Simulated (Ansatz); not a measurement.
(H2Al-mu-Br)2 (Al₂H₄Br₂). The state is a singlet with charge 0. Geometry PBE0-D4/def2-SVP.

```tsv
atom	x (Å)	y (Å)	z (Å)
Al1	0.9115	-0.3453	1.4044
H2	1.7224	-1.6982	1.3879
H3	0.8416	0.7253	2.5606
Br4	1.4047	0.8531	-0.7019
Al5	-0.9115	0.3452	-1.4045
H6	-0.8385	-0.7282	-2.5580
H7	-1.7240	1.6971	-1.3925
Br8	-1.4062	-0.8488	0.7040
```

The 6-31G sets use Cartesian d functions. B3LYP takes the VWN-RPA correlation. HSE06 is defined as in plane-wave codes, on full-range PBE exchange.

Task: Estimate the orbital energies around the gap (eV) in Ansatz with PBE-D4/def2-TZVP, B3LYP-D4/6-31G, PBE0-D4/def2-TZVP, PBE0-D4/def2-TZVPD, HSE06-D4/def2-TZVP.

Result: 
```json
{"orbital": "HOMO−13", "PBE-D4/def2-TZVP": "-68.33", "B3LYP-D4/6-31G": "-70.77", "PBE0-D4/def2-TZVP": "-73.37", "PBE0-D4/def2-TZVPD": "-73.37", "HSE06-D4/def2-TZVP": "-72.97"}
{"orbital": "HOMO−12", "PBE-D4/def2-TZVP": "-68.33", "B3LYP-D4/6-31G": "-70.77", "PBE0-D4/def2-TZVP": "-73.37", "PBE0-D4/def2-TZVPD": "-73.37", "HSE06-D4/def2-TZVP": "-72.97"}
{"orbital": "HOMO−11", "PBE-D4/def2-TZVP": "-20.26", "B3LYP-D4/6-31G": "-22.49", "PBE0-D4/def2-TZVP": "-22.61", "PBE0-D4/def2-TZVPD": "-22.61", "HSE06-D4/def2-TZVP": "-22.18"}
{"orbital": "HOMO−10", "PBE-D4/def2-TZVP": "-19.85", "B3LYP-D4/6-31G": "-21.93", "PBE0-D4/def2-TZVP": "-22.16", "PBE0-D4/def2-TZVPD": "-22.16", "HSE06-D4/def2-TZVP": "-21.73"}
{"orbital": "HOMO−9", "PBE-D4/def2-TZVP": "-11.23", "B3LYP-D4/6-31G": "-12.97", "PBE0-D4/def2-TZVP": "-12.78", "PBE0-D4/def2-TZVPD": "-12.78", "HSE06-D4/def2-TZVP": "-12.36"}
{"orbital": "HOMO−8", "PBE-D4/def2-TZVP": "-11.14", "B3LYP-D4/6-31G": "-12.59", "PBE0-D4/def2-TZVP": "-12.66", "PBE0-D4/def2-TZVPD": "-12.66", "HSE06-D4/def2-TZVP": "-12.23"}
{"orbital": "HOMO−7", "PBE-D4/def2-TZVP": "-9.45", "B3LYP-D4/6-31G": "-10.60", "PBE0-D4/def2-TZVP": "-10.76", "PBE0-D4/def2-TZVPD": "-10.76", "HSE06-D4/def2-TZVP": "-10.36"}
{"orbital": "HOMO−6", "PBE-D4/def2-TZVP": "-8.88", "B3LYP-D4/6-31G": "-10.25", "PBE0-D4/def2-TZVP": "-10.29", "PBE0-D4/def2-TZVPD": "-10.30", "HSE06-D4/def2-TZVP": "-9.88"}
{"orbital": "HOMO−5", "PBE-D4/def2-TZVP": "-8.79", "B3LYP-D4/6-31G": "-10.14", "PBE0-D4/def2-TZVP": "-10.15", "PBE0-D4/def2-TZVPD": "-10.15", "HSE06-D4/def2-TZVP": "-9.74"}
{"orbital": "HOMO−4", "PBE-D4/def2-TZVP": "-8.48", "B3LYP-D4/6-31G": "-9.45", "PBE0-D4/def2-TZVP": "-9.72", "PBE0-D4/def2-TZVPD": "-9.72", "HSE06-D4/def2-TZVP": "-9.33"}
{"orbital": "HOMO−3", "PBE-D4/def2-TZVP": "-8.03", "B3LYP-D4/6-31G": "-9.13", "PBE0-D4/def2-TZVP": "-9.36", "PBE0-D4/def2-TZVPD": "-9.37", "HSE06-D4/def2-TZVP": "-8.96"}
{"orbital": "HOMO−2", "PBE-D4/def2-TZVP": "-7.95", "B3LYP-D4/6-31G": "-9.08", "PBE0-D4/def2-TZVP": "-9.20", "PBE0-D4/def2-TZVPD": "-9.20", "HSE06-D4/def2-TZVP": "-8.81"}
{"orbital": "HOMO−1", "PBE-D4/def2-TZVP": "-7.57", "B3LYP-D4/6-31G": "-9.03", "PBE0-D4/def2-TZVP": "-8.88", "PBE0-D4/def2-TZVPD": "-8.88", "HSE06-D4/def2-TZVP": "-8.48"}
{"orbital": "HOMO", "PBE-D4/def2-TZVP": "-6.99", "B3LYP-D4/6-31G": "-8.16", "PBE0-D4/def2-TZVP": "-8.24", "PBE0-D4/def2-TZVPD": "-8.24", "HSE06-D4/def2-TZVP": "-7.84"}
{"orbital": "LUMO", "PBE-D4/def2-TZVP": "-1.80", "B3LYP-D4/6-31G": "-1.41", "PBE0-D4/def2-TZVP": "-1.03", "PBE0-D4/def2-TZVPD": "-1.12", "HSE06-D4/def2-TZVP": "-1.39"}
{"orbital": "LUMO+1", "PBE-D4/def2-TZVP": "-1.26", "B3LYP-D4/6-31G": "-0.83", "PBE0-D4/def2-TZVP": "-0.44", "PBE0-D4/def2-TZVPD": "-0.64", "HSE06-D4/def2-TZVP": "-0.81"}
{"orbital": "LUMO+2", "PBE-D4/def2-TZVP": "-0.75", "B3LYP-D4/6-31G": "-0.49", "PBE0-D4/def2-TZVP": "0.05", "PBE0-D4/def2-TZVPD": "-0.25", "HSE06-D4/def2-TZVP": "-0.32"}
{"orbital": "LUMO+3", "PBE-D4/def2-TZVP": "-0.29", "B3LYP-D4/6-31G": "0.20", "PBE0-D4/def2-TZVP": "0.50", "PBE0-D4/def2-TZVPD": "0.24", "HSE06-D4/def2-TZVP": "0.13"}
{"orbital": "LUMO+4", "PBE-D4/def2-TZVP": "-0.17", "B3LYP-D4/6-31G": "0.95", "PBE0-D4/def2-TZVP": "0.70", "PBE0-D4/def2-TZVPD": "0.33", "HSE06-D4/def2-TZVP": "0.33"}
{"orbital": "LUMO+5", "PBE-D4/def2-TZVP": "0.55", "B3LYP-D4/6-31G": "1.49", "PBE0-D4/def2-TZVP": "1.39", "PBE0-D4/def2-TZVPD": "0.48", "HSE06-D4/def2-TZVP": "1.02"}
```
